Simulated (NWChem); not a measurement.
CH$_{5}$Cl$_{2}$NSi; SMILES NC[SiH](Cl)Cl

```xyz
10

N     -1.0278     2.5074    -0.0249
C     -1.3063     1.1032    -0.3645
Si    -0.1107    -0.1338     0.4248
Cl     1.8170     0.2836    -0.2393
Cl    -0.6026    -2.0969    -0.0472
H     -1.0747     2.6587     0.9811
H     -0.0909     2.7716    -0.3239
H     -1.2925     0.9921    -1.4551
H     -2.3294     0.8590    -0.0507
H     -0.0753    -0.0156     1.9003
```
Atoms are numbered in this order, from 1.

Results from NWChem. Pople sets run with spherical d functions. The geometry was optimised at B3LYP/6-31G* (spherical d). Level: M05-2X/6-31G* with SMD (1 M gas to 1 M solution), gas-phase geometry. Reactions with the solvent are ignored.

```json
[
 {"solvent": "water", "dielectric constant": "78.4", "solvation free energy (kcal/mol)": "-4.7", "cavity-dispersion-structure term (kcal/mol)": "2.5", "dipole in solution (D)": "2.53"},
 {"solvent": "tetrahydrofuran", "dielectric constant": "7.43", "solvation free energy (kcal/mol)": "-7.0", "cavity-dispersion-structure term (kcal/mol)": "-0.8", "dipole in solution (D)": "2.44"},
 {"solvent": "methanol", "dielectric constant": "32.6", "solvation free energy (kcal/mol)": "-8.2", "cavity-dispersion-structure term (kcal/mol)": "-1.1", "dipole in solution (D)": "2.51"},
 {"solvent": "dichloromethane", "dielectric constant": "8.93", "solvation free energy (kcal/mol)": "-7.8", "cavity-dispersion-structure term (kcal/mol)": "-1.4", "dipole in solution (D)": "2.45"},
 {"solvent": "N,N-dimethylformamide", "dielectric constant": "37.2", "solvation free energy (kcal/mol)": "-7.3", "cavity-dispersion-structure term (kcal/mol)": "-0.2", "dipole in solution (D)": "2.52"},
 {"solvent": "anisole", "dielectric constant": "4.22", "solvation free energy (kcal/mol)": "-6.2", "cavity-dispersion-structure term (kcal/mol)": "-0.8", "dipole in solution (D)": "2.37"},
 {"solvent": "1,4-dioxane", "dielectric constant": "2.21", "solvation free energy (kcal/mol)": "-4.2", "cavity-dispersion-structure term (kcal/mol)": "-0.4", "dipole in solution (D)": "2.23"}
]
```
